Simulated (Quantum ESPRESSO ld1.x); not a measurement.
The numbers below are computed, except where a source is named.
Question: The aim is neutral fluorine in [He] 2s2 2p5. This ld1.x (Quantum ESPRESSO 7.5) run was made with `OMP_NUM_THREADS=1 ld1.x < ld1.in > ld1.out`. Can the result be used? Name any fault.

```
 &input
    zed=9.0,
    iswitch=1,
    rel=0,
    dft='PZ',
    config='[He] 2s2 2p5',
    isic=1,
    latt=1,
    prefix='ld1',
    max_out_wfc=37,
    file_charge='ld1.rho',
 /
```

Output (excerpt):

```
     Program LD1 v.7.5 starts

 %%%%%%%%%%%%%%%%%%%%%%%%%%%%%%%%%%%%%%%%%%%%%%%%%%%%%%%%%%%%%%%%%%%%%%%%%%%%%%
     Error in routine ld1_readin (1):
     isic and latter correction not allowed
 %%%%%%%%%%%%%%%%%%%%%%%%%%%%%%%%%%%%%%%%%%%%%%%%%%%%%%%%%%%%%%%%%%%%%%%%%%%%%%

     stopping ...
```

Answer: No (refused). The line at issue: isic=1 latt=1. The program stops in ld1_readin with "isic and latter correction not allowed": the two corrections exclude each other. The sound input gives -99.0946 hartree.
